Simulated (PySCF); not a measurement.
# A thermochemical cycle for BeZn

r²SCAN in PySCF with x2c-SVPall on every atom, spin-free X2C, for the lowest determinant that a PBE0 search found; no spin–orbit coupling. BeZn, a singlet (closed shell), has De = 0.17 eV to neutral atoms, and BeZn⁺, a doublet (σ ↑), has De = 1.85 eV to Be⁺ + Zn.

At the same level the Be atom ionises at 8.74 eV.

Question: What is the adiabatic ionisation energy of the molecule, and does ionisation strengthen or weaken the bond?

Answer: IE = IE(Be) + De(neutral) − De(ion) = 8.74 + 0.17 − 1.85 = 7.06 eV. De changes by +1.68 eV, so ionisation strengthens the bond.

Closed-shell solutions of metal pairs were not tested for spin polarisation, which can lower them a little. Weak bonds: BeZn. Basis-set superposition, not corrected here, can be much of De in a small basis, most of all at correlated wavefunction levels. For an ion De counts to the pair picked by the measured ionisation energies or electron affinities, which need not be the lowest pair at this level. States were picked by a PBE0 search and need not be the measured ground states.
